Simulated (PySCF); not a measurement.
## Unknown compound

Molecular formula: C3H10O3Si. Simulated spectra:

1H NMR (600 MHz, computed): δ 4.71 (s, 1H), 4.20 (sept, 1H), 2.02 (br s, 2H), 1.32 (d, 6H).

13C{1H} NMR (computed): δ 67.5, 27.6.

PySCF 2.14.0 with density-fitted response routines calculation with coordinates at the GFN2-xTB level and NMR shieldings at PBE0/pcSseg-1/GIAO; rapidly exchanging positions averaged, one conformer, isolated molecule, non-relativistic Hamiltonian.

δ = σ(ref) − σ, references computed at the same level: 1H (σ = 31.72 ppm) and 13C (σ = 186.93 ppm) vs TMS.

Deduce the structure.

Answers


1. Rings plus π bonds: 0.
2. 2 carbon signals for 3 carbons: some carbons are equivalent by symmetry or fast rotation.
3. Carbon types of the structure: 1 × CH, 2 × CH3, leaving 3 H on heteroatoms.
4. δC 67.5: sp3 CH bonded to O; the inductive effect lowers its shielding.
5. δC 27.6: methyl carbon; a saturated carbon with 1 carbon neighbour and no heteroatom attached.
6. δH 4.71: hydrogen on a silicon bonded to 3 O.
7. δH 4.20: hydrogen on an sp3 CH bonded to O; its carbon carries O, hence the downfield position.
8. δH 2.02: hydrogen on an oxygen bonded to Si; labile proton, position sensitive to the medium.
9. δH 1.32: hydrogen on a methyl carbon.

The compound is SMILES CC(C)O[SiH](O)O.

This is the structure that produced the data.

Exchangeable OH/NH protons stand at their gas-phase positions; hydrogen bonding in a real sample shifts them, mostly to higher δ. Shifts are as computed. Against solution values, carbons near 30 ppm lie about +3 ppm off and those near 130 ppm about +5 ppm (rms about the fit 2.1 ppm; single classes can miss by 10 ppm). Of 1328 compounds with measured shifts, 309 miss one by over three times the rms of a fit or turn the order of signals round; such compounds aren't used in these exercises. Signals without a measured value on file couldn't be tested in this way; 1H shifts scatter by 0.2 ppm about their fit, and single ones miss by 0.5 ppm. No couplings were computed; multiplicities are counted from neighbouring protons, with m where these are inequivalent, close in shift, in a saturated or five-membered ring or joined by F or P, and br s for small geminal =CH2 splittings.
